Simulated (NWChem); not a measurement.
System: C₃H₅ClSi; SMILES [SiH2]1C(=CC1)Cl

Input file for NWChem:

```
start job
memory heap 200 mb stack 900 mb global 1100 mb
geometry units angstroms noautosym nocenter noautoz
  Cl     0.122287    -2.076141     0.000000
  C     -0.104716    -0.377501     0.000000
  C     -1.270030     0.303719     0.000000
  C     -0.923216     1.780970     0.000000
  Si     0.896352     1.204119     0.000000
  H     -2.283753    -0.119405     0.000000
  H     -1.270679     2.324504    -0.893948
  H     -1.270679     2.324504     0.893948
  H      1.713428     1.500867    -1.214933
  H      1.713428     1.500867     1.214933
end
basis spherical
  Cl library def2-svp
  C library def2-svp
  Si library def2-svp
  H library def2-svp
end
dft
  xc m06-2x
  iterations 150
end
cosmo
  do_cosmo_smd true
  solvent water
end
task dft energy
```

Geometry: optimised at PBE0/def2-SVP. Solvent: water.

Level: M06-2X/def2-SVP with SMD (1 M gas to 1 M solution), gas-phase geometry. Reactions with the solvent are ignored.

Q: What results follow from this input? (M06-2X/def2-SVP, SMD on the gas-phase geometry.) Quantities: solvation free energy (kcal/mol); cavity-dispersion-structure term (kcal/mol); dipole in solution (D).

A: solvation free energy (kcal/mol): 1.2
cavity-dispersion-structure term (kcal/mol): 3.1
dipole in solution (D): 2.39
